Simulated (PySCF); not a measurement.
Species: C4H7BSi.
InChI=1S/C4H7BSi/c6-4-1-2-5-3-4/h1-3,5H,6H3

Level of theory: PySCF 2.14.0, BHandHLYP/cc-pVDZ geometry optimisation, gas phase.

Masses are those of the commonest isotopes; rigid-rotor values at the optimised geometry. 

(1) Give the principal moments of inertia and the rotational constants in cm⁻¹.

(2) What kind of rotor is it?

(3) What does the inertial defect say?

(4) Give the other two planar moments, Paa and Pbb, and the rms extents of the mass along the axes.

(5) List the rotational levels J(Ka,Kc) to J = 2 (K).

(6) Which types of transition are allowed, and where do some lines up to J = 5 fall?

(7) Estimate the classical rotational partition function at 100 K, 298.15 K and 500 K.

Answers

(1) Ia = 67.05, Ib = 266.33, Ic = 327.55 u·Å²; 505379 MHz·u·Å²/I gives 7537, 1898 and 1543 MHz, that is A = 0.25142, B = 0.06330, C = 0.05147 cm⁻¹.

(2) An asymmetric top; Ray's κ = -0.882.

(3) Not planar: Δ = Ic − Ia − Ib = -5.83 u·Å². For a rigid frame Δ = −2 Σ m c², so Σ m c² = 2.91 u·Å² lies off the ab plane, practically all of it from hydrogen. The atom farthest from that plane is 1.20 Å away.

(4) Paa = Σ m a² = (Ib + Ic − Ia)/2 = 263.42 and Pbb = Σ m b² = (Ia + Ic − Ib)/2 = 64.14 u·Å². With the mass M = 94.04 u, the rms extents √(P/M) along a, b and c are 1.67, 0.83, 0.18 Å.

(5) Above 0(0,0), as E/k:
J = 1: 1(0,1) 0.165, 1(1,1) 0.436, 1(1,0) 0.453
J = 2: 2(0,2) 0.495, 2(1,2) 0.749, 2(1,1) 0.800, 2(2,1) 1.612, 2(2,0) 1.613
The levels of one J sum to (2J + 1)J(J + 1)(A + B + C)/3.

(6) The dipole components are |μa| = 0.18 D, |μb| = 0.39 D, |μc| = 0.00 D; the mirror of this Cs structure is the ab plane, so μc vanishes by symmetry and there are no c-type lines. Intensities carry the squares of the components, which stand as 0.22 : 1.00 (a : b). Some lines, for components of 0.1 D or more:

| type | branch | J(Ka,Kc) | MHz | lower level (cm⁻¹) |
| --- | --- | --- | --- | --- |
| a | Q | 2(1,1) ← 2(1,2) | 1064 | 0.521 |
| a | Q | 3(1,2) ← 3(1,3) | 2128 | 0.847 |
| a | Q | 5(1,4) ← 5(1,5) | 5307 | 1.823 |
| a | R | 2(1,2) ← 1(1,1) | 6526 | 0.303 |
| a | R | 2(0,2) ← 1(0,1) | 6865 | 0.115 |
| a | R | 2(1,1) ← 1(1,0) | 7236 | 0.315 |
| a | R | 3(2,1) ← 2(2,0) | 10386 | 1.121 |
| a | R | 4(1,4) ← 3(1,3) | 13021 | 0.847 |
| a | R | 4(2,3) ← 3(2,2) | 13749 | 1.465 |
| b | R | 3(1,3) ← 2(0,2) | 15081 | 0.344 |
| b | Q | 2(2,0) ← 2(1,1) | 16936 | 0.556 |
| a | R | 5(2,4) ← 4(2,3) | 17166 | 1.923 |
| a | R | 5(4,1) ← 4(4,0) | 17238 | 4.253 |
| a | R | 5(3,2) ← 4(3,1) | 17263 | 2.895 |
| b | Q | 2(2,1) ← 2(1,2) | 17984 | 0.521 |
| b | Q | 5(2,4) ← 5(1,5) | 20170 | 1.823 |
| b | R | 5(1,5) ← 4(0,4) | 20493 | 1.140 |
| b | R | 3(2,2) ← 2(1,1) | 27241 | 0.556 |
| b | Q | 3(3,0) ← 3(2,1) | 29016 | 1.467 |
| b | Q | 3(3,1) ← 3(2,2) | 29096 | 1.465 |
| b | R | 4(2,2) ← 3(1,3) | 32516 | 0.847 |
| b | Q | 4(4,0) ← 4(3,1) | 40689 | 2.895 |
| b | R | 4(3,2) ← 3(2,1) | 42808 | 1.467 |
| b | R | 4(3,1) ← 3(2,2) | 42892 | 1.465 |
| b | R | 5(3,3) ← 4(2,2) | 46152 | 1.931 |
| b | Q | 5(5,1) ← 5(4,2) | 52322 | 4.828 |
| b | R | 5(5,1) ← 4(4,0) | 69560 | 4.253 |

(7) Point group Cs, symmetry number σ = 1; q = (√π/σ)·√((kT/h)³/(ABC)), k/h = 20836.6 MHz/K: 35900 at 100 K, 185000 at 298.15 K, 401000 at 500 K.

Whether it is a minimum is left open (no frequencies). Constants of a rigid frame at the computed geometry: no zero-point averaging, no centrifugal distortion. A rigid rotor knows nothing of internal rotation, which can split or shift real lines. Quadrupole hyperfine structure (11B) is left out.
